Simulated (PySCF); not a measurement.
## SMILES N#Cc1ccccc[cH+]1, [C$_{8}$H$_{6}$N]+, charge +1

Geometry (Å), atoms numbered from 1 in this order:
```xyz
15

N     3.8027   -0.7307   -0.0411
C     2.6807   -0.5135   -0.0288
C     1.2783   -0.2439   -0.0147
C     0.9203    1.1103   -0.0068
C    -0.3520    1.6620    0.0061
C    -1.5851    1.0116    0.0161
C    -1.8464   -0.3534    0.0155
C    -0.9407   -1.4131    0.0034
C     0.4453   -1.3699   -0.0094
H     1.7504    1.8097   -0.0121
H    -0.3911    2.7453    0.0097
H    -2.4549    1.6589    0.0257
H    -2.8937   -0.6337    0.0262
H    -1.3770   -2.4054    0.0047
H     0.9588   -2.3263   -0.0165
```

Total charge +1.

Computed with quadratic response CAM-B3LYP/aug-cc-pVDZ first hyperpolarisability, Taylor convention, gas phase in PySCF. Geometry: GFN2-xTB.

Problem. Give the tensor of the second harmonic β(−2ω;ω,ω) at 1064 nm in the axes of these coordinates.

Solution. In au, Taylor convention; rows are the first index (the induced dipole):
|  | xx | yy | zz | xy | xz | yz |
| --- | --- | --- | --- | --- | --- | --- |
| x | +577.9 | +30.6 | +20.3 | -105.4 | -5.5 | +1.0 |
| y | -104.2 | -12.8 | -3.9 | +37.3 | +1.0 | -0.4 |
| z | -5.5 | -0.3 | -0.6 | +1.0 | +19.1 | -3.7 |

Norm of βᵢ = ⅓ Σⱼ (βᵢⱼⱼ + βⱼᵢⱼ + βⱼⱼᵢ): 644.1 au, hyper-Rayleigh value 258.6 au.
